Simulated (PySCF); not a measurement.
# Orbital picture of NiCl

PBE0 at R = 2.095 Å; basis Ni def2-TZVPPD, Cl def2-TZVPPD; no relativity; PySCF 2.14. State: ²Π (doublet), unpaired electrons π ↑. Only the outer orbitals are listed, counted within each symmetry.

| spin | orbital | occ. | ε (eV) | on Ni (%) | main shells (%) |
| --- | --- | --- | --- | --- | --- |
| α | 4π | 1 | -10.37 | 89 | 89 Ni d, 11 Cl p |
| α | 10σ | 1 | -10.21 | 45 | 52 Cl p, 40 Ni d |
| α | 4π | 1 | -9.00 | 56 | 55 Ni d, 44 Cl p |
| α | 1δ | 1 | -8.19 | 91 | 87 Ni d, 9 Cl p |
| α | 1δ | 1 | -8.06 | 100 | 100 Ni d |
| α | 5π | 1 | -7.88 | 13 | 86 Cl p, 11 Ni d |
| α | 11σ | 1 | -7.48 | 80 | 68 Ni d, 20 Cl p, 10 Ni s |
| α | 5π | 1 | -7.28 | 46 | 54 Cl p, 44 Ni d |
| α | 12σ | 0 | -2.98 | 97 | 74 Ni s, 21 Ni p |
| α | 6π | 0 | -0.04 | 107 | 104 Ni p |
| α | 6π | 0 | 0.12 | 107 | 105 Ni p |
| β | 10σ | 1 | -9.96 | 37 | 60 Cl p, 31 Ni d |
| β | 4π | 1 | -8.68 | 36 | 63 Cl p, 36 Ni d |
| β | 4π | 1 | -8.23 | 7 | 93 Cl p |
| β | 1δ | 1 | -7.71 | 84 | 77 Ni d, 16 Cl p |
| β | 1δ | 1 | -7.30 | 100 | 100 Ni d |
| β | 5π | 1 | -6.83 | 66 | 64 Ni d, 34 Cl p |
| β | 11σ | 1 | -6.70 | 94 | 83 Ni d, 11 Ni s |
| β | 12σ | 0 | -2.77 | 97 | 71 Ni s, 21 Ni p |
| β | 5π | 0 | -1.74 | 95 | 91 Ni d |
| β | 6π | 0 | 0.02 | 108 | 105 Ni p |

Problem. Which are the highest filled and the lowest empty level, where do they sit, and how wide is the gap?

Solution. Highest filled β 11σ at -6.70 eV (in %: 83 Ni d, 11 Ni s); lowest empty α 12σ at -2.98 eV (in %: 74 Ni s, 21 Ni p); the gap at PBE0 is 3.72 eV.

The bond order (Mayer) is 0.99 and the ⟨S²⟩ is 0.764. The charge on Ni (Mulliken, basis-dependent) is 0.47 and the charge on Ni (Löwdin, basis-dependent) is 0.12. The dipole moment (positive dipole means Ni(−)Cl(+)) is -5.22 D.

Shares are Mulliken populations and can fall outside 0 to 100 %.

With d or f electrons several states lie close, and the lowest PBE0 determinant need not be the measured ground state.
